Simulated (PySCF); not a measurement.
C3H9AlCl2Si, SMILES C[Si](C)([Al]([Cl])[Cl])C, GFN2-xTB optimised geometry.

```
16

Al     0.81     1.27     0.00
Cl     2.85     1.27     0.00
Cl    -0.07     3.11     0.00
Si    -0.50    -0.80     0.00
C     -2.22    -0.50    -0.80
C     -0.79    -1.48     1.77
C      0.40    -2.16    -1.01
H     -2.85    -1.38    -0.77
H     -2.74     0.30    -0.28
H     -2.12    -0.20    -1.84
H     -1.33    -0.76     2.38
H      0.16    -1.68     2.26
H     -1.36    -2.41     1.77
H      1.41    -2.32    -0.63
H      0.50    -1.87    -2.06
H     -0.12    -3.11    -0.98
```

Density from B3LYP/def2-TZVP (PySCF 2.14.0) at that geometry.

Minimum of the electron density along straight lines between bonded atoms, close to the bond critical point (lines longer than 1.1 times the sum of covalent radii, or with two minima, are not listed):

```
bond     length / Å  ρ at the minimum / e bohr⁻³  ∇²ρ there / e bohr⁻⁵  position (fraction from the first atom)
-------  ----------  ---------------------------  --------------------  ---------------------------------------
Al1–Cl2       2.043                        0.083                  0.36                                     0.38
Al1–Cl3       2.043                        0.083                  0.36                                     0.38
Al1–Si4       2.444                        0.069                 -0.02                                     0.36
Si4–C5        1.919                        0.114                  0.13                                     0.39
Si4–C6        1.922                        0.113                  0.12                                     0.39
Si4–C7        1.920                        0.114                  0.13                                     0.39
C5–H8         1.086                        0.276                 -0.93                                     0.64
C5–H9         1.086                        0.277                 -0.93                                     0.64
C5–H10        1.086                        0.276                 -0.93                                     0.64
C6–H11        1.086                        0.276                 -0.93                                     0.64
C6–H12        1.086                        0.276                 -0.93                                     0.64
C6–H13        1.086                        0.276                 -0.93                                     0.64
C7–H14        1.086                        0.277                 -0.93                                     0.64
C7–H15        1.086                        0.276                 -0.93                                     0.64
C7–H16        1.086                        0.276                 -0.93                                     0.64
```
